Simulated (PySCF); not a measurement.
Positional isomers: thiophene mercapto+boryl. All species are isolated molecules in the gas phase. One relaxed conformer stands for each flexible species; it need not be the lowest. Strings in code marks are SMILES. All members: neutral, multiplicity 1. Level: PBE0-D4/def2-TZVP // PBE0-D4/def2-SVP (PySCF), beside PBE-D3(BJ)/def2-TZVP // PBE0-D4/def2-SVP (PySCF) at the same geometries. 

| species | HOMO–LUMO gap, PBE (eV) | HOMO–LUMO gap, PBE0-D4 (eV) |
|---|---|---|
| `Bc1cscc1S` (H–B–C–C torsion 180°, C–C–S–H torsion 0°) | 2.43 | 4.29 |
| `Bc1ccsc1S` (H–B–C–C torsion 180°, S–C–S–H torsion 180°) | 2.61 | 4.37 |
| `Bc1sccc1S` (H–B–C–S torsion -180°, C–C–S–H torsion -180°) | 2.68 | 4.44 |
| `Bc1cc(S)cs1` (H–B–C–S torsion 0°, C–C–S–H torsion 55°) | 2.77 | 4.65 |
| `Bc1ccc(S)s1` (H–B–C–S torsion 0°, S–C–S–H torsion 0°) | 2.87 | withheld |
| `Bc1csc(S)c1` (H–B–C–C torsion 0°, S–C–S–H torsion 79°) | 3.17 | 5.11 |

**Question.** Fit y = a + b·x, y being the HOMO–LUMO gap at the first level, to the 5 complete rows by least squares, with x = the PBE value in eV. Give a, b and the rms residual, and predict the withheld value.

**Answer.** Means of the 5 rows: x̄ = 2.732, ȳ = 4.572 eV. Σ(x − x̄)² = 0.30208 and Σ(x − x̄)(y − ȳ) = 0.35528, so b = 1.176 and a = ȳ − b·x̄ = 1.359 eV. The rms residual is 0.056 eV. At x = 2.87 the line gives 4.73 eV. The run for `Bc1ccc(S)s1` (H–B–C–S torsion 0°, S–C–S–H torsion 0°) gave 4.55 eV, so the line is off by 0.18 eV, more than twice the rms residual.

Codes: PySCF.
